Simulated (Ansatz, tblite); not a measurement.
Forces on In3P3⁺ at its PBE-D4/def2-SVP geometry. The state is a doublet with charge 1.

In the def2 sets In takes a core potential; there is no spin–orbit coupling. The xTB rows come from tblite. The structure comes from a short search, and lower isomers may exist.

GFN1-xTB (tblite), largest force 1.15 eV/Å:

```xyz
6
positions Å, forces eV/Å
In    2.694   -1.369    0.109   -1.052    0.452    0.028
In   -1.792    1.458   -2.055    0.356   -0.414    0.640
In    0.373    0.230    2.451    0.119   -0.124   -0.568
P    -1.542    0.040    0.500    0.432   -0.140   -0.583
P     0.453    0.879   -0.405   -0.110   -0.777    0.044
P    -0.186   -1.238   -0.601    0.255    1.003    0.438
```

GFN2-xTB (tblite), largest force 0.98 eV/Å:

```
In -0.158 0.102 -0.128
In 0.027 -0.135 0.054
In 0.015 0.043 0.086
P 0.640 -0.093 -0.563
P -0.384 -0.842 0.265
P -0.141 0.926 0.286
```

PBE-D4/def2-TZVP (Ansatz), largest force 0.46 eV/Å:

```
In -0.077 0.025 -0.019
In 0.077 -0.072 0.119
In -0.066 -0.009 -0.155
P 0.405 -0.027 -0.219
P -0.298 -0.333 0.088
P -0.041 0.415 0.187
```
